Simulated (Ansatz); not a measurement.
CH4 (SMILES C), charge 0, multiplicity 1, relaxed at each level with Ansatz (an electronic-structure program); harmonic frequencies from differences of analytic forces, average atomic masses, frozen cores.

```tsv
level	harmonic frequencies (cm⁻¹)	ZPE (eV)	cost over HF/def2-TZVPP (rough)
HF/def2-TZVPP	1454 1454 1454 1666 1666 3151 3249 3249 3250	1.277	×1
PBE/def2-TZVPP	1286 1286 1286 1510 1510 2973 3089 3089 3089	1.185	×2
B3LYP/def2-TZVPP	1341 1341 1341 1558 1558 3031 3135 3135 3135	1.213	×2
PBE0/def2-TZVPP	1327 1327 1327 1553 1553 3046 3167 3167 3167	1.217	×1
MP2/cc-pVTZ	1350 1350 1350 1586 1586 3076 3212 3212 3212	1.236	×2
CCSD(T)/cc-pVTZ	1344 1344 1344 1571 1571 3034 3153 3153 3153	1.219	×10
```

Measured: harmonic frequencies 3026, 1583, 3157, 1367 cm⁻¹ [Alecu, Zheng, Zhao (2010)]; fundamentals as far as tabulated 2917, 1534, 3019, 1306 cm⁻¹ [NIST CCCBDB]. Measured modes stand in the spectroscopists' order.
